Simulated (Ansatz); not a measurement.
Z-matrix (Å, degrees):
```
Si
C 1 1.869
H 1 1.491 2 111.3
H 1 1.491 2 111.3 3 119.8
H 1 1.489 2 109.1 3 -120.1
C 2 1.515 1 121.9 3 90.8
C 2 1.515 1 121.9 3 150.6
H 2 1.095 1 114.8 3 -59.3
H 6 1.076 2 144.5 1 -72.9
H 7 1.076 2 144.5 1 73.0
```

Total charge 0; spin multiplicity 1.

Q: List the CAM-B3LYP/def2-TZVPP orbital energies in eV (Ansatz 0.2.0). (Estimate.)

A: The calculation gave: Occupied: -1800.45, -279.51, -279.47, -279.14, -145.05, -100.38, -100.37, -100.36, -26.20, -18.77, -17.67, -16.45, -15.43, -12.98, -11.29, -11.24, -10.74, -9.71, -8.32. Lowest empty: 0.83, 1.86, 2.51, 2.55, 3.08, 3.20, 3.46, 3.68.
